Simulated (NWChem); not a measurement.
Molecule: CH3BF2S; SMILES CSB(F)F

```xyz
8

B      0.0399    -0.8319     0.0000
F     -0.6753    -1.9559     0.0000
F      1.3720    -0.9296     0.0000
S     -0.8061     0.7616     0.0000
C      0.6231     1.9113     0.0000
H      1.2430     1.7713     0.9045
H      0.2031     2.9338     0.0000
H      1.2430     1.7713    -0.9045
```
Atoms are numbered in this order, from 1.

Program: NWChem. The geometry was optimised at PBE-D3(BJ)/def2-SVP. Vertical excitations in the gas phase; the lowest state need not have the same character in each row.

| level | lowest excitation, singlet (eV) | oscillator strength of that lowest state | lowest state with f > 0.02, singlet (eV) | oscillator strength of that bright state | orbital gap (eV) |
|---|---|---|---|---|---|
| PBE/def2-SVP, full TDDFT | 6.38 | 0.000 | ? | 0.120 | ? |
| B3LYP/def2-SVP, full TDDFT | 6.59 | 0.000 | 6.96 | 0.126 | 7.56 |
| LDA (Slater exchange, VWN5)/def2-SVP, full TDDFT | 6.37 | 0.000 | 6.55 | 0.124 | 5.65 |
| LRC-wPBEh/def2-SVP, full TDDFT | 6.79 | 0.000 | 7.23 | 0.129 | 11.67 |

Task: Complete the blanks.

Result: 
- PBE/def2-SVP, full TDDFT, lowest state with f > 0.02, singlet (eV): 6.63
- PBE/def2-SVP, full TDDFT, orbital gap (eV): 5.80
